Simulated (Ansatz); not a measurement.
`[NH2][InH][Cl]` + HBr → `[NH2][InH][Br]` + HCl at 500 K and 1 bar (ligand exchange at the In–Cl bond).

Computed with Ansatz on PBE0-D4/def2-TZVP structures; ΔE is electronic, products minus reactants. CBS: MP2 limit from def2 TZ/QZ plus the TZ coupled-cluster correction, frozen cores. This one scheme is used for every species. def2 core potentials past Kr. For Br, In outer-core shells are correlated without core-valence functions, which leaves a few kJ/mol of doubt a bond. Scalar relativity is left out up to krypton. Each species was taken in one conformer, which may not be the lowest.

| species | CCSD(T)/CBS energy (Eh) | H − E (kJ/mol) | S (J/(mol·K)) |
| --- | --- | --- | --- |
| `[NH2][InH][Cl]` | -706.15182 | 119.1 | 366.9 |
| HBr | -2573.91920 | 30.5 | 213.7 |
| `[NH2][InH][Br]` | -2819.69701 | 118.8 | 378.7 |
| HCl | -460.38127 | 32.5 | 201.9 |

H − E and S are ideal-gas, rigid-rotor, harmonic terms from PBE0-D4/def2-TZVP, for one conformer and one mirror image of each species. 1 Eh = 2625.50 kJ/mol, R = 8.31446 J/(mol·K).

Q: By hand: ΔE, ΔH, ΔS and ΔG.

A: ΔE = (-2819.69701) + (-460.38127) − (-706.15182) − (-2573.91920) = -0.00726 Eh = -19.1 kJ/mol. Δ(H − E) = 118.8 + 32.5 − 119.1 − 30.5 = 1.7, so ΔH = -17.4 kJ/mol. ΔS = 378.7 + 201.9 − 366.9 − 213.7 = 0.0 J/(mol·K). ΔG = -17.4 − 500 × (0.0)/1000 = -17.4 kJ/mol.

Q: By hand: the equilibrium constant, and the temperature at which ΔG would vanish if ΔH and ΔS stayed fixed.

A: log₁₀ K = −ΔG/(RT ln 10) = 1.8. With ΔH or ΔS at zero there is no such temperature.

The number of gas molecules stays the same, so ΔS is small and ΔH decides. A doubt of 5 kJ/mol in ΔE shifts log₁₀ K by 0.5 here. Other conformers and mirror images would add mixing entropy, several J/(mol·K) or more a flexible species. These are equilibria of isolated gas molecules and say nothing of rates. Largest T1 diagnostic: 0.014 (customary marks: 0.02 for closed shells, 0.045 for open ones).

ΔS is within the doubt of such terms, so its sign, and with it that verdict, could turn.
